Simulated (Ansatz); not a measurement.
The same path of CH4BCl + H2S (10 atoms, charge 0, multiplicity 1) was run twice with different band settings. Lost on the way: B1–Cl2, S8–H10. Made: B1–S8, Cl2–H10.

The calculation used RKS BHLYP/6-31G* in Ansatz.

Relaxed end points:

```xyz
10
Properties=species:S:1:pos:R:3
B 0.155 -0.335 0.074
Cl 0.252 -1.045 1.696
C 1.433 -0.190 -0.802
H 1.527 -1.105 -1.395
H 1.350 0.631 -1.509
H 2.350 -0.086 -0.229
H -0.940 -0.133 -0.326
S 0.025 2.713 1.019
H 1.031 2.641 1.894
H -0.898 2.385 1.928
```

```xyz
10
Properties=species:S:1:pos:R:3
B 0.244 0.627 -0.526
Cl -1.145 0.064 3.968
C 1.598 0.104 -1.095
H 1.645 -0.979 -0.973
H 1.632 0.279 -2.171
H 2.489 0.537 -0.648
H -0.798 0.239 -0.939
S 0.072 1.849 0.782
H 1.359 2.080 1.063
H -0.811 0.677 2.891
```

Common settings: movable images 9; climbing image yes; spring 5.0 eV/Å²; optimiser quadratic models (default); start path through a guess of the saddle point; end points relaxed.

| run | force threshold | iteration limit |
| --- | --- | --- |
| 1 | 0.03 eV/Å | 41 |
| 2 | 0.2 eV/Å | 40 |

(1) What does each run give, and how far can it be trusted?

Answers

(1) Run 1: converged after 20 iterations, highest image 1.207 eV above the first end. A vibrational analysis at the climbing image gives one clearly imaginary mode, 1175i cm⁻¹: a first-order saddle point.
Run 2: converged after 11 iterations, highest image 1.221 eV above the first end. The threshold of 0.2 eV/Å is loose, so the images may lie well off the minimum-energy path. The order of the point at the top wasn't checked.
The orbitals stay closed-shell, which can raise the energy where a bond breaks towards radicals; this wasn't checked here.
